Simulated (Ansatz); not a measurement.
C2H9NOSi can be A, `CCO[SiH2]N`, or B, `CC(O)N[SiH3]`.

Computed with Ansatz on PBE0-D4/def2-TZVP structures; ΔE is electronic, products minus reactants. CCSD(T)/CBS adds triple-zeta CCSD(T) − MP2 to the extrapolated MP2 energy (def2 sets, frozen cores). Functionals use def2-TZVPP. B3LYP here is the variant with VWN-RPA as its local correlation; programs differ in this. Each species was taken in one conformer, which may not be the lowest.

Which isomer does CCSD(T)/CBS put lower? Give the gap. (Estimate.)

Ansatz gave: A, by 35.3 kcal/mol.

Give E(B) − E(A) in kcal/mol with PBE-D4, CCSD/def2-TZVPP, B2PLYP, r2SCAN-D4, B3LYP-D4, ωB97M-V, PBE0-D4. (Best estimate.)

The calculation gave: PBE-D4 32.4, CCSD/def2-TZVPP 35.1, B2PLYP 36.1, r2SCAN-D4 34.9, B3LYP-D4 35.2, ωB97M-V 34.9, PBE0-D4 33.3. None reverses the order clearly.

Largest T1 diagnostic: 0.011.

From PBE to PBE0 (25 % exact exchange), in def2-TZVPP and without D4, E(B) − E(A) moves by +0.8 kcal/mol. In def2-TZVPP, CCSD(T) changes the Hartree–Fock value by −3.0 kcal/mol (the triples alone add −0.6 kcal/mol) and MP2 by −2.0 kcal/mol.
